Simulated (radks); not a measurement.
Results of a calculation; reference values are marked as such.
Pd32+, configuration [Ne] 3s2 3p2.

Level of theory: non-relativistic Kohn-Sham, TPSS, spin-polarised, spherical densities, point nucleus; open shells are filled with parallel spins first (spin-orbit coupling, left out, can overturn this in heavy ions); meta-GGA in the generalised Kohn-Sham scheme; relativity is left out, which matters for an element this heavy (a radial shooting solver on a logarithmic mesh with Libxc functionals).

Energy parts (eV):
| part | energy |
|---|---|
| total | -112835.492 |
| kinetic | 112819.603 |
| electron-nucleus | -239930.244 |
| Hartree | 16602.707 |
| exchange-correlation | -2327.557 |

Orbitals (lengths in bohr, moments of r in powers of bohr):
orbital,occ.,eigenvalue (eV),<1/r>
1s up,1,-25208.08,45.50
1s down,1,-25204.12,45.50
2s up,1,-5026.878,10.49
2s down,1,-5024.335,10.49
2p up,3,-4805.752,10.46
2p down,3,-4801.582,10.46
3s up,1,-1967.229,4.269
3s down,1,-1950.517,4.255
3p up,2,-1887.683,4.213
3p down,0,-1871.126,4.207

The highest occupied level is 3p up at -1887.7 eV. The electron density at the nucleus is 6.865e+04 e/bohr^3. Virial ratio -V/T = 2.00014. Summed over all electrons, <r^2> = 0.6722 bohr^2, which gives a Langevin (diamagnetic) susceptibility term of -0.532 x 10^-6 cm^3/mol. The density falls to 0.001 e/bohr^3 at r = 0.91 bohr. Spin moment in Bohr magnetons: 2.
